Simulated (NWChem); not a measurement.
System: C₂H₅NOSi; SMILES N[Si@H]1C=CO1

```xyz
10

N     -0.0540    -1.9313     0.4414
Si    -0.0149    -0.4584    -0.4224
C     -1.1382     0.9292     0.0327
C      0.0062     1.6053     0.2713
O      1.1119     0.7926     0.0810
H      0.4476    -2.7517     0.1267
H     -0.2755    -1.9693     1.4282
H      0.2583    -0.8165    -1.8339
H     -2.1556     1.2881     0.0754
H      0.2095     2.6377     0.5551
```
Atoms are numbered in this order, from 1.

All runs use the structure optimised with B3LYP/6-31G* (spherical d).

Q: List the 4 lowest vertical singlet excitations and the 4 lowest triplet ones from PBE/6-31G* (spherical d), TDA (NWChem).

A: 
```tsv
state	energy (eV)	oscillator strength	leading excitation (squared amplitude)
S1	5.24	0.025	HOMO → LUMO (0.73)
S2	5.77	0.010	HOMO−1 → LUMO (0.53)
S3	5.83	0.011	HOMO → LUMO+1 (0.53)
S4	6.67	0.053	HOMO → LUMO+2 (0.68)
T1	3.77	spin-forbidden	HOMO → LUMO (0.97)
T2	5.52	spin-forbidden	HOMO−1 → LUMO (0.63)
T3	5.57	spin-forbidden	HOMO → LUMO+1 (0.65)
T4	5.98	spin-forbidden	HOMO → LUMO+2 (0.97)
```
